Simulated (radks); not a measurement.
Question: Radial electron density D(r) = 4 pi r^2 rho(r) of an atom or ion with 59 electrons. All-electron calculation, scalar-relativistic Kohn-Sham, r2SCAN, spin-polarised, spherical densities, finite nucleus; meta-GGA in the generalised Kohn-Sham scheme; Fermi nuclear charge, rms radius of each element as measured or else 0.836 A^(1/3) + 0.57 fm. Program: a radial shooting solver on a logarithmic mesh with Libxc functionals.

| r (bohr) | D(r) (e/bohr) | spin D(r) |
|---|---|---|
| 0.00107 | 4.319 | 0.000151 |
| 0.001438 | 6.976 | 0.000243 |
| 0.001934 | 11.09 | 0.000383 |
| 0.0026 | 17.24 | 0.000589 |
| 0.003495 | 26.03 | 0.000874 |
| 0.004699 | 37.81 | 0.00124 |
| 0.006318 | 52.15 | 0.00163 |
| 0.008495 | 67.17 | 0.00193 |
| 0.01142 | 79.20 | 0.00194 |
| 0.01535 | 83.96 | 0.00149 |
| 0.02081 | 80.01 | 0.000632 |
| 0.02798 | 74.27 | 0.000153 |
| 0.03762 | 79.20 | 0.000938 |
| 0.05057 | 98.11 | 0.00197 |
| 0.06799 | 111.4 | -0.000851 |
| 0.09142 | 99.11 | -0.00281 |
| 0.1229 | 83.15 | 0.0471 |
| 0.1652 | 93.50 | 0.301 |
| 0.2222 | 92.16 | 1.04 |
| 0.2987 | 54.48 | 2.56 |
| 0.4016 | 39.97 | 4.70 |
| 0.5399 | 47.11 | 6.06 |
| 0.7259 | 31.46 | 5.40 |
| 0.976 | 15.34 | 3.51 |
| 1.312 | 10.15 | 1.51 |
| 1.764 | 5.011 | 0.329 |
| 2.372 | 1.209 | 0.122 |
| 3.189 | 0.1941 | 0.107 |
| 4.287 | 0.03219 | 0.0303 |
| 5.764 | 0.002132 | 0.00213 |

What is the nuclear charge?

Answer: Z = 63. The innermost maximum, from 1s, lies near gamma/Z bohr with gamma = sqrt(1 - (Z/c)^2) = 0.888, here 0.0141 bohr (found: 0.0155), and its height grows with Z. The density is that of the europium ion Eu4+ in [Xe] 4f4.75 6s0.25; the configuration itself is not fixed sharply by these data, and Z only to a few units. D(r) has 4 maxima, at r = 0.0155, 0.0685, 0.192, 0.527 bohr, and minima at 0.0296, 0.126, 0.380 bohr, inside which lie 1.94, 11.11, 29.21 electrons.
